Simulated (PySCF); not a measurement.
C3H8NO, SMILES O=C[NH+](C)C, charge +1.

Coordinates come from a PBE0-D3(BJ)/def2-SVP optimisation. The isomer is the one that the SMILES or the coordinates give; other isomers of the formula were not compared. Other conformers were not sampled.

Calculation: TDA-M06-2X/def2-SVPD (PySCF).

Vertical excitations. Gas-phase values at a fixed geometry.

Computed lowest excited states:
| state | energy (eV) | λ (nm) | f | main pairs |
|---|---|---|---|---|
| S1 | 4.79 | 259 | 0.001 | HOMO→LUMO 94 % |
| S2 | 9.01 | 138 | 0.003 | HOMO→LUMO+1 91 % |
| S3 | 9.17 | 135 | 0.003 | HOMO−2→LUMO 36 %, HOMO−6→LUMO 21 %, HOMO−4→LUMO 16 %, HOMO−7→LUMO 16 % |
| S4 | 9.50 | 131 | 0.003 | HOMO−1→LUMO 91 % |
| S5 | 9.67 | 128 | 0.004 | HOMO−3→LUMO 47 %, HOMO−6→LUMO 27 % |
| S6 | 9.80 | 127 | 0.030 | HOMO−2→LUMO 41 %, HOMO−3→LUMO 25 %, HOMO−6→LUMO 8 %, HOMO−4→LUMO 8 % |
| S7 | 10.16 | 122 | 0.102 | HOMO→LUMO+2 35 %, HOMO−4→LUMO 15 %, HOMO→LUMO+5 10 %, HOMO→LUMO+3 8 % |
| S8 | 10.31 | 120 | 0.066 | HOMO−4→LUMO 42 %, HOMO→LUMO+2 21 %, HOMO−3→LUMO 8 %, HOMO−6→LUMO 8 % |
| S9 | 10.41 | 119 | 0.014 | HOMO−5→LUMO 44 %, HOMO→LUMO+4 18 %, HOMO→LUMO+3 10 %, HOMO→LUMO+7 7 % |
| S10 | 10.59 | 117 | 0.018 | HOMO→LUMO+3 27 %, HOMO→LUMO+2 26 %, HOMO→LUMO+4 19 %, HOMO−5→LUMO 10 % |
| T1 | 4.25 | 291 | 0 | HOMO→LUMO 93 % |
| T2 | 6.64 | 187 | 0 | HOMO−5→LUMO 58 %, HOMO−4→LUMO 25 % |
| T3 | 8.33 | 149 | 0 | HOMO−6→LUMO 40 %, HOMO−7→LUMO 35 %, HOMO−2→LUMO 11 %, HOMO−4→LUMO 9 % |
| T4 | 8.82 | 141 | 0 | HOMO→LUMO+1 88 % |
Triplets are in the Tamm–Dancoff approximation.
